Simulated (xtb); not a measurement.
CCl₂F, SMILES F[C](Cl)Cl (connectivity only; charge and spin as stated), charge +1, multiplicity 1. All values are semi-empirical tight-binding results from xtb (GFN2-xTB unless named), good for trends rather than for accurate numbers. The structure is a stationary point at GFN2-xTB. The spin state was assumed, not searched. The isomer is the one that the SMILES or the coordinates give; other isomers of the formula were not compared.

Computed properties:
| Quantity | Result |
|---|---|
| point group as xtb finds it | C2v |
| orbital gap | 3.00 eV |
| zero-point energy | 5.5 kcal/mol |
| G − E(el) at 298.15 K (modified RRHO) | -11.7 kcal/mol |
| static polarisability (D4 model) | 40.2 bohr³ |
| solvation energy, GFN2-xTB/ALPB(water) | -57.4 kcal/mol |
| solvation energy, GFN2-xTB/ALPB(thf) | -49.1 kcal/mol |
